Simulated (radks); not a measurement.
Species: S+. Configuration: [Ne] 3s2 3p3 (the NIST ground configuration). Method: non-relativistic Kohn-Sham, PBEsol, spin-polarised, spherical densities, point nucleus; open shells are filled with parallel spins first; hard spherical wall at 2 bohr; computed with a radial shooting solver on a logarithmic mesh with Libxc functionals.

Normalised radial functions P(r) = r R(r), r in bohr:

```
   r/bohr * 2p down, o 3s up (the largest magnitude, 1.43, reaches the edge; | marks zero, & curves that meet)
 0.004725                             *o
 0.005243                             * o
 0.005818                             * o
 0.006455                             * o
 0.007106                             * o
 0.007885                             * o
 0.008749                             * o
 0.009708                             *  o
  0.01077                             *  o
  0.01195                             *  o
  0.01316                             *  o
   0.0146                             *   o
   0.0162                             |*  o
  0.01797                             |*  o
  0.01994                             |*   o
  0.02195                             |*   o
  0.02436                             |*   o
  0.02703                             |*   o
  0.02999                             | *   o
  0.03328                             | *   o
  0.03663                             | *   o
  0.04065                             |  *  o
   0.0451                             |  *  o
  0.05004                             |   * o
  0.05553                             |    *o
  0.06112                             |     &
  0.06782                             |     o*
  0.07526                             |    o  *
   0.0835                             |    o   *
  0.09266                             |   o     *
   0.1028                             |  o        *
   0.1132                             | o          *
   0.1256                             o              *
   0.1393                            o|               *
   0.1546                          o  |                 *
   0.1716                         o   |                   *
   0.1888                       o     |                     *
   0.2095                     o       |                      *
   0.2325                    o        |                        *
    0.258                  o          |                         *
   0.2863                 o           |                          *
   0.3151                 o           |                          *
   0.3496                 o           |                          *
    0.388                  o          |                         *
   0.4305                   o         |                         *
   0.4777                      o      |                       *
   0.5258                        o    |                     *
   0.5834                            o|                   *
   0.6474                             |  o              *
   0.7183                             |      o       *
    0.797                             |          o *
   0.8844                             |         *    o
   0.9735                             |       *         o
     1.08                             |     *             o
    1.199                             |   *                o
     1.33                             |  *                 o
    1.476                             | *               o
    1.624                             |*            o
    1.802                             |*      o
        2                             &
```

2p down: eigenvalue -129.16 eV, 0 radial nodes, <r> = 0.454 bohr, 90 % of the charge inside 0.761 bohr. 3s up: eigenvalue 13.142 eV, 2 radial nodes at r = 0.130, 0.602 bohr, <r> = 1.16 bohr, 90 % of the charge inside 1.58 bohr.
